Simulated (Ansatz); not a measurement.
The same molecule with X = F, Cl, Br. Ansatz, PBE0-D4/def2-TZVP geometries, multiplicity 1. Each molecule was computed in one conformer, which needn't be the lowest.

Scalar relativity is left out up to krypton. Spin–orbit coupling is left out; it splits and shifts lone-pair levels of the heavy atoms by tenths of an eV.

```tsv
X	molecule	mean X–Si bond length / Å	HOMO–LUMO gap (PBE0/def2-TZVPP) / eV	LUMO energy (PBE0/def2-TZVPP) / eV	size of the dipole moment (PBE/def2-TZVPP) / D
Cl	`C=C[SiH](Cl)C=C`	2.067	7.26	-0.90	2.12
Br	`C=C[SiH](Br)C=C`	2.232	7.06	-0.99	1.94
```

(1) Give the row for X = F, `C=C[SiH](F)C=C`. (Estimate.)

Answers

(1) Computed: 
| X | molecule | mean X–Si bond length / Å | HOMO–LUMO gap (PBE0/def2-TZVPP) / eV | LUMO energy (PBE0/def2-TZVPP) / eV | size of the dipole moment (PBE/def2-TZVPP) / D |
| --- | --- | --- | --- | --- | --- |
| F | `C=C[SiH](F)C=C` | 1.606 | 7.27 | -0.90 | 1.96 |

From F to Br the mean X–Si bond length rises at each step, by 0.626 Å in all; the HOMO–LUMO gap (PBE0/def2-TZVPP) falls at each step, by 0.21 eV in all; the LUMO energy (PBE0/def2-TZVPP) isn't monotonic: highest at F, lowest at Br. Bonds lengthen as the atom grows down the group. Dipoles are sizes alone, and their direction can turn along the series.

Positive LUMOs are unbound, so they and the gaps depend on the basis.
